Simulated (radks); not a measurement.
Values are calculated unless marked as measured or tabulated.
Excited configurations of the krypton ion Kr3+: one electron is placed in a higher orbital outside [Ar] 3d10 4s2 4p2. The ground configuration is [Ar] 3d10 4s2 4p3. Level of theory: scalar-relativistic Kohn-Sham, PBE, spin-polarised, spherical densities, finite nucleus; open shells are filled with parallel spins first; Fermi nuclear charge, rms radius 4.1884 fm (a radial shooting solver on a logarithmic mesh with Libxc functionals). Excitation = E - E(ground); binding = E(ion) - E, where the ion is the core of charge +4; n* = 4/sqrt(2 binding) in atomic units, and the quantum defect is n - n*.

outer orbital,excitation (eV),binding (eV),n*,quantum defect,eigenvalue (eV),<r> (bohr)
4f,35.977,15.132,3.793,0.207,-12.451,3.799
5s,24.836,26.273,2.878,2.122,-23.256,3.234
5d,35.704,15.405,3.759,1.241,-13.550,4.788
5f,41.052,10.057,4.653,0.347,-8.731,6.794
6p,38.318,12.791,4.125,1.875,-11.413,6.400
6d,41.322,9.787,4.716,1.284,-8.673,7.923
6f,44.109,7.000,5.576,0.424,-6.212,10.51
7s,41.681,9.428,4.805,2.195,-8.518,8.943
7p,42.688,8.421,5.084,1.916,-7.586,9.805
7d,44.317,6.792,5.661,1.339,-6.094,11.74
7f,45.975,5.134,6.512,0.488,-4.608,14.93

The Delta-SCF ionisation energy is 51.109 eV (NIST Atomic Spectra Database: 50.9 eV, measured). Self-interaction in the functional shifts the binding energies and quantum defects, so they are the method's values and not measured ones. Open shells are spherical and high-spin; term and fine-structure splittings are not resolved.
